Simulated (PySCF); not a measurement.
Frontier orbitals and the lowest excitations

Species: C3H10Cl2Ga2O.
Z-matrix (Å and degrees, PBE0-D3(BJ)/def2-SVP geometry), rows numbered from 1:
```
C 
C   1  1.5200
C   2  1.5210  1  112.10
O   2  1.4082  1  112.61  3   125.35
Ga  4  1.7671  2  134.10  1   -46.88
Cl  5  2.3704  4  111.51  2   -28.91
Ga  6  2.3859  5   91.12  4   111.12
Cl  7  2.3627  6   88.94  5    -0.44
H   1  1.0996  2  110.85  3  -177.68
H   1  1.1022  2  110.96  3   -57.12
H   1  1.1007  2  110.73  3    62.12
H   2  1.1063  1  107.86  3  -118.93
H   3  1.0997  2  110.26  1   179.60
H   3  1.1016  2  110.47  1    59.81
H   3  1.1009  2  111.14  1   -60.19
H   5  1.5435  4  123.07  2  -163.22
H   7  1.5539  6  105.78  5  -107.30
H   7  1.5531  6  105.87  5   106.76
```

Theory: TDDFT CAM-B3LYP/def2-SVPD, vertical, gas phase, core orbitals frozen in the response in PySCF. The CAM-B3LYP/def2-SVPD calculation is non-relativistic and has no spin–orbit coupling, an omission that weighs most on gallium.

Kohn–Sham orbitals with the atoms that hold most of them (Löwdin shares over 4%, at most four atoms; ? is withheld):

```json
{"orbital": "LUMO+2", "ε (eV)": "0.65", "atoms": "Ga5 23%, Cl8 16%, Cl6 14%, Ga7 14%"}
{"orbital": "LUMO+1", "ε (eV)": "0.24", "atoms": "Ga7 33%, Cl6 16%, Cl8 16%, Ga5 12%"}
{"orbital": "LUMO", "ε (eV)": "?", "atoms": "?"}
{"orbital": "HOMO", "ε (eV)": "-9.32", "atoms": "O4 56%, C2 12%, C3 12%, Ga5 4%"}
{"orbital": "HOMO-1", "ε (eV)": "-9.49", "atoms": "?"}
{"orbital": "HOMO-2", "ε (eV)": "-10.12", "atoms": "Ga7 23%, H17 19%, Cl8 18%, H18 14%"}
{"orbital": "HOMO-3", "ε (eV)": "-10.82", "atoms": "H16 18%, Ga5 17%, H18 14%, Ga7 14%"}
```

Problem. Give the leading atoms of the HOMO-1.

Solution. O4 (bonded to C and Ga) 46%; C2 (bonded to 2 C, O and H) 15%; C1 (bonded to C and 3 H) 10%; H12 (bonded to C) 8%. By element: oxygen 46%, carbon 25% or more, hydrogen 8% or more.

Problem. Which atoms hold the LUMO, and with what shares?

Solution. Ga7 (bonded to 2 Cl and 2 H) 34%; Cl6 (bonded to 2 Ga) 15%; Cl8 (bonded to 2 Ga) 15%; Ga5 (bonded to 2 Cl, O and H) 12%. By element: gallium 46%, chlorine 30%.

Problem. What is the LUMO energy, and the HOMO–LUMO gap?

Solution. ε(LUMO) = -0.01 eV; the gap is 9.31 eV (0.3422 hartree).

Problem. The HOMO–LUMO gap is 9.31 eV. Where does the response calculation put the lowest singlet, and from which orbitals?

Solution. S1 is at 6.58 eV (f = 0.013), 2.73 eV below the gap, made of HOMO→LUMO+2 (46%), HOMO→LUMO+1 (37%). Its leading pair isn't HOMO and LUMO; the energies of that pair differ by 9.97 eV. Without the coupling terms of the response equations the lowest excitation would equal the gap.

Next come S2 at 6.75 eV (f 0.0004), HOMO-2→LUMO (62%), HOMO-1→LUMO (26%); S3 at 6.80 eV (f 0.0044), HOMO→LUMO (46%), HOMO-1→LUMO+1 (16%), HOMO-1→LUMO+2 (14%); S4 at 6.98 eV (f 0.0007), HOMO-1→LUMO (53%), HOMO-2→LUMO (24%), HOMO-1→LUMO+5 (9%); S5 at 7.14 eV (f 0.025), HOMO-2→LUMO+1 (46%), HOMO→LUMO (20%), HOMO-1→LUMO+1 (17%).

One conformer stands for the species.
